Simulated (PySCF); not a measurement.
Mean harmonic wavenumber (cm⁻¹) of eight silicon and germanium compounds: PBE-D3(BJ) beside B3LYP-D3(BJ), computed with PySCF for isolated molecules in the bases named; differences from unrounded values. The eight are the first of their class met in an unordered collection, after screening for sound electronic states; none was chosen by its value. Each level has its own optimised geometry.

| molecule | basis | B3LYP-D3(BJ) | PBE-D3(BJ) | difference |
|---|---|---|---|---|
| H8N4Si, SMILES N[Si](N)(N)N | def2-SVP | 1389 | 1357 | -31 |
| ClF3H2Si2, SMILES F[Si](F)(F)[SiH2]Cl | def2-SVP | 700 | 677 | -23 |
| CF3GeNO, SMILES O=C=[N][Ge]([F])([F])[F] | def2-SVP | 617 | 596 | -21 |
| C2H10OSi3, SMILES [Si@@H]1([SiH2][C@H](C1)[SiH3])O | def2-SVP | 1145 | 1112 | -33 |
| C₃H₇NSi, SMILES CC1=NC[SiH2]1 | def2-SVP | 1336 | 1297 | -40 |
| Si(F)3(SeH) (F3HSeSi), SMILES F[Si](F)(F)[SeH] | def2-SVP | 644 | 625 | -19 |
| C₃H₁₀ClNSi, SMILES CN(C)[Si@@H](C)Cl | def2-SVP | 1356 | 1320 | -36 |
| C₂H₇NOSi₂, SMILES N[Si@]1(O)C=C[SiH2]1 | def2-SVP | 1187 | 1157 | -30 |

PBE-D3(BJ) lies below B3LYP-D3(BJ) in 8 and above it in 0 of the eight; the mean signed difference is -29 and the largest -40 cm⁻¹.
